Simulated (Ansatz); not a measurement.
Reaction (silylene loss): `OB(O)[SiH3]` → `OBO` + `[SiH2]`

Calculated with Ansatz (gas phase, PBE0-D4/def2-TZVP geometries, no zero-point term in ΔE). CCSD(T)/CBS is the MP2 limit (def2-TZVPP, def2-QZVPP) plus CCSD(T) − MP2 in def2-TZVPP, frozen cores. This one scheme is used for every species. Functionals use def2-TZVPP. B3LYP here is the variant with VWN-RPA as its local correlation; programs differ in this. Each species was taken in one conformer, which may not be the lowest.

```tsv
level	ΔE (kcal/mol)	difference from CCSD(T)/CBS
PBE-D4	50.8	3.2
PBE0-D4	51.6	4.0
B3LYP-D4	47.0	-0.6
ωB97X-V	50.6	3.0
r2SCAN	52.5	4.9
B3LYP	44.5	-3.1
HF/def2-TZVPP	41.6	-6.0
MP2/def2-TZVPP	49.5	1.9
SCS-MP2/def2-TZVPP	46.8	-0.8
CCSD/def2-TZVPP	45.0	-2.6
CCSD(T)/CBS	47.6	0
```

Largest T1 diagnostic among the species: 0.014.

The D4 term adds +2.5 kcal/mol with B3LYP and +1.3 kcal/mol with PBE0; it sums over pairs of atoms, weighted by their polarisabilities, and B3LYP, whose exchange is more repulsive, gets the larger term. In def2-TZVPP, CCSD(T) changes the Hartree–Fock value by +4.7 kcal/mol (the triples alone add +1.3 kcal/mol) and MP2 by +7.9 kcal/mol. From PBE to PBE0 (25 % exact exchange), in def2-TZVPP and without D4, ΔE moves by +1.0 kcal/mol.
